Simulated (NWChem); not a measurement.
System: SeBrCl; SMILES Cl[Se]Br

NWChem input:

```
start job
memory heap 200 mb stack 900 mb global 1100 mb
geometry units angstroms noautoz
  Se     0.744583    -0.581365     0.000000
  Cl    -0.980607    -1.905136     0.000000
  Br    -0.241467     1.510552     0.000000
end
basis spherical
  * library sto-3g
end
dft
  xc xpbe96 cpbe96
  iterations 150
  mulliken
end
task dft energy
```

Coordinates come from a PBE0/def2-SVP optimisation.

Predict the main results of this run. (PBE/STO-3G.) Quantities: basis functions; energy (Ha); highest occupied level (eV); orbital gap (eV); dipole (D).

The number of basis functions is 45 and the energy (Ha) is -5375.02. The highest occupied level (eV) comes out as -3.27 and the orbital gap (eV) is 2.55. The dipole (D) is 1.34.
